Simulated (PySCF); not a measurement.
Gas-phase reaction: GeH3F + F → GeF2 + 3 H

Method: PySCF energies plus ideal-gas RRHO corrections (1 bar). † marks an energy on the PBE0/def2-TZVP geometry and frequencies; other levels use their own. CCSD(T) freezes the core. Open shells (unrestricted): F (multiplicity 2, electronic degeneracy 6), H (multiplicity 2); the rest are closed-shell singlets. Spin-orbit splitting is ignored; it lowers the true energy and changes the entropy of F. Ge: all electrons, no relativistic terms. CCSD(T) isn't extrapolated to the basis-set limit; its ΔH°(298 K) is 297.2 kJ in def2-SVP and 300.3 kJ in def2-TZVPP. The harmonic model lacks anharmonicity and excited electronic states, which grow with temperature; levels with a mode under 35 cm⁻¹ are left out.

```json
[
 {"level": "BLYP/def2-TZVP†", "ΔE electronic, kJ": "276", "ΔH°(298 K), kJ": "231", "ΔS°(298 K), J/K": "203", "ΔG°(800 K), kJ": "61"},
 {"level": "CCSD(T)/def2-TZVPP†", "ΔE electronic, kJ": "344", "ΔH°(298 K), kJ": "300", "ΔS°(298 K), J/K": "203", "ΔG°(800 K), kJ": "130"},
 {"level": "PBE0/def2-QZVP†", "ΔE electronic, kJ": "313", "ΔH°(298 K), kJ": "268", "ΔS°(298 K), J/K": "203", "ΔG°(800 K), kJ": "98"},
 {"level": "PBE0/def2-TZVP", "ΔE electronic, kJ": "314", "ΔH°(298 K), kJ": "269", "ΔS°(298 K), J/K": "203", "ΔG°(800 K), kJ": "99"},
 {"level": "ωB97M-V/def2-TZVP†", "ΔE electronic, kJ": "313", "ΔH°(298 K), kJ": "269", "ΔS°(298 K), J/K": "203", "ΔG°(800 K), kJ": "98"}
]
```
ΔH° is lowest at BLYP/def2-TZVP† and highest at CCSD(T)/def2-TZVPP†. No reference value is set beside these.
